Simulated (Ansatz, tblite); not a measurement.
Removing an electron: [SiBr3]- (SiBr₃⁻). The state is a singlet with charge -1. Geometry: PBE-D4/def2-SVPD. Ansatz, gas phase; energy differences of separate SCF runs; the oxidised species was run as a doublet alone.

Cartesian coordinates in Å:
```
Si -0.442 0.496 0.569
Br -0.016 -1.821 1.127
Br 1.808 1.146 -0.043
Br -1.350 0.179 -1.652
```

The xTB rows come from tblite.

(1) Estimate orbital energies and vertical ionisation energies at: GFN1-xTB; GFN2-xTB; PBE-D4/def2-TZVPD; r2SCAN-D4/def2-TZVPD; PBE0-D4/def2-TZVPD.

Answers

(1) 
```json
{"level": "GFN1-xTB", "−HOMO (eV)": "3.94", "vertical IE (eV)": "6.54", "−LUMO (eV)": "0.41", "HOMO–LUMO gap (eV)": "3.52"}
{"level": "GFN2-xTB", "−HOMO (eV)": "5.59", "vertical IE (eV)": "8.38", "−LUMO (eV)": "1.92", "HOMO–LUMO gap (eV)": "3.67"}
{"level": "PBE-D4/def2-TZVPD", "−HOMO (eV)": "1.32", "vertical IE (eV)": "3.78", "−LUMO (eV)": "-2.38", "HOMO–LUMO gap (eV)": "3.70"}
{"level": "r2SCAN-D4/def2-TZVPD", "−HOMO (eV)": "1.47", "vertical IE (eV)": "3.81", "−LUMO (eV)": "-2.70", "HOMO–LUMO gap (eV)": "4.18"}
{"level": "PBE0-D4/def2-TZVPD", "−HOMO (eV)": "2.26", "vertical IE (eV)": "3.93", "−LUMO (eV)": "-2.99", "HOMO–LUMO gap (eV)": "5.26"}
```

Relaxing the oxidised species (PBE-D4/def2-SVPD) changes its energy by -0.75 eV at PBE-D4/def2-TZVPD, so the adiabatic ionisation energy to this nearest minimum is 3.03 eV. At PBE0-D4/def2-TZVPD it is 2.99 eV.    Raw xTB energy differences between charge states are shifted by several eV; the methods need an empirical correction for them.
